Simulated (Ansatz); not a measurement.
Conformers of C5H12 (SMILES CCCCC), B3LYP-D3(BJ)/def2-TZVP minima from an xTB search, which can miss the lowest.
Conformer 1 (charge 0, multiplicity 1):
| atom | x (Å) | y (Å) | z (Å) |
|---|---|---|---|
| C | 2.5214 | 0.3603 | 0.3454 |
| C | 1.2537 | 0.2590 | -0.4979 |
| C | 0.0045 | -0.0327 | 0.3297 |
| C | -1.2706 | -0.1354 | -0.5033 |
| C | -2.5121 | -0.4279 | 0.3343 |
| H | 2.4376 | 1.1596 | 1.0859 |
| H | 2.7087 | -0.5706 | 0.8862 |
| H | 3.3977 | 0.5688 | -0.2712 |
| H | 1.3766 | -0.5258 | -1.2514 |
| H | 1.1072 | 1.1916 | -1.0527 |
| H | -0.1198 | 0.7518 | 1.0852 |
| H | 0.1492 | -0.9663 | 0.8855 |
| H | -1.1447 | -0.9191 | -1.2577 |
| H | -1.4139 | 0.7981 | -1.0573 |
| H | -2.4083 | -1.3727 | 0.8736 |
| H | -2.6794 | 0.3572 | 1.0758 |
| H | -3.4077 | -0.4958 | -0.2860 |
Conformer 2 (charge 0, multiplicity 1):
```xyz
17

C     -2.4067    -0.3297     0.1148
C     -0.9083    -0.5997     0.0100
C     -0.1043     0.6529    -0.3359
C      1.3954     0.4144    -0.5248
C      2.1211    -0.0360     0.7418
H     -2.6183     0.4113     0.8897
H     -2.8031     0.0574    -0.8271
H     -2.9614    -1.2368     0.3620
H     -0.7256    -1.3633    -0.7539
H     -0.5519    -1.0214     0.9535
H     -0.2540     1.4039     0.4487
H     -0.5128     1.0882    -1.2539
H      1.8549     1.3379    -0.8889
H      1.5432    -0.3303    -1.3142
H      1.9779     0.6854     1.5506
H      3.1945    -0.1309     0.5677
H      1.7596    -1.0033     1.0942
```

Frozen-core correlation. MP2 and its Hartree–Fock in cc-pVTZ are density fitted.

Codes used: Ansatz (a first-principles code) with Gaussian orbitals. 

The energy of conformer 2 above conformer 1 is E(conformer 2) − E(conformer 1). Total energies (hartree):

| level | conformer 2 | conformer 1 |
|---|---|---|
| HF/cc-pVDZ | -196.3456742 | -196.3474472 |
| MP2/cc-pVDZ | -197.0777203 | -197.0787017 |
| HF/cc-pVTZ | -196.4013781 | -196.4031446 |
| MP2/cc-pVTZ | -197.2946014 | -197.2954954 |
| CCSD(T)/cc-pVDZ | -197.1760269 | -197.1770663 |

Q: Work out the energy of conformer 2 above conformer 1 at the basis-set limit: extrapolate the MP2 correlation part as X⁻³, take Hartree–Fock from the larger set, and add the CCSD(T) − MP2 difference of cc-pVDZ.

A: 
1. Differences (1 hartree = 627.509 kcal/mol): HF/cc-pVDZ 1.113; MP2/cc-pVDZ 0.616; HF/cc-pVTZ 1.109; MP2/cc-pVTZ 0.561; CCSD(T)/cc-pVDZ 0.652.
2. Correlation parts, MP2 less HF: -0.497 in cc-pVDZ (X = 2), -0.548 in cc-pVTZ (X = 3).
3. Limit (3³·(-0.548) − 2³·(-0.497))/(3³ − 2³) = -0.569; with HF/cc-pVTZ it gives 0.540.
4. CCSD(T) less MP2 in cc-pVDZ: 0.036.
Result: 0.58 kcal/mol, against 0.62 at MP2/cc-pVDZ. It is an estimate of this method's limit, not of the exact value.
